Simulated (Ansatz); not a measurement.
Start from `N[SiH2]N1C[SiH2]1` and change one atom or group to get `[NH2][Zn][N]1C[SiH2]1`.

Ansatz, PBE0-D4/def2-TZVP geometries, multiplicity 1. Each molecule was computed in one conformer, which needn't be the lowest.

Scalar relativity is left out up to krypton.

| property | `N[SiH2]N1C[SiH2]1` |
| --- | --- |
| size of the dipole moment (B3LYP/def2-TZVPP) / D | 1.40 |
| HOMO energy (ωB97M-V/def2-TZVPP) / eV | -9.17 |
| HOMO energy (PBE/def2-TZVPP) / eV | -5.59 |
| HOMO–LUMO gap (ωB97M-V/def2-TZVPP) / eV | 10.72 |
| HOMO energy (B3LYP/def2-TZVPP) / eV | -6.65 |
| ideal-gas entropy at 298 K and 1 bar (rigid rotor, harmonic PBE0-D4/def2-TZVP) / J/(mol·K) | 372 |

Question: Give the same properties after the change, and the shifts. (Best estimate.)

Answer: Ansatz gave: 
```json
{"property": "size of the dipole moment (B3LYP/def2-TZVPP) / D", "`[NH2][Zn][N]1C[SiH2]1`": "0.97", "shift": "-0.43"}
{"property": "HOMO energy (ωB97M-V/def2-TZVPP) / eV", "`[NH2][Zn][N]1C[SiH2]1`": "-8.81", "shift": "0.36"}
{"property": "HOMO energy (PBE/def2-TZVPP) / eV", "`[NH2][Zn][N]1C[SiH2]1`": "-5.27", "shift": "0.32"}
{"property": "HOMO–LUMO gap (ωB97M-V/def2-TZVPP) / eV", "`[NH2][Zn][N]1C[SiH2]1`": "9.77", "shift": "-0.95"}
{"property": "HOMO energy (B3LYP/def2-TZVPP) / eV", "`[NH2][Zn][N]1C[SiH2]1`": "-6.30", "shift": "0.35"}
{"property": "ideal-gas entropy at 298 K and 1 bar (rigid rotor, harmonic PBE0-D4/def2-TZVP) / J/(mol·K)", "`[NH2][Zn][N]1C[SiH2]1`": "374", "shift": "2"}
```

With PBE0 the HOMO rises by 0.37 eV and the LUMO falls by 0.39 eV, so the gap narrows by about 0.76 eV. PBE moves the HOMO by 0.32 eV and ωB97M-V by 0.36 eV. The zero-point energy changes by -50.4 kJ/mol with -6 modes. Dipoles are sizes alone; their direction can turn. Modes under 60 cm⁻¹, often nearly free rotors, make the harmonic entropy too high.

Positive LUMOs are unbound, so they and the gaps depend on the basis.

B3LYP here is the variant with VWN-RPA as its local correlation; programs differ in this.
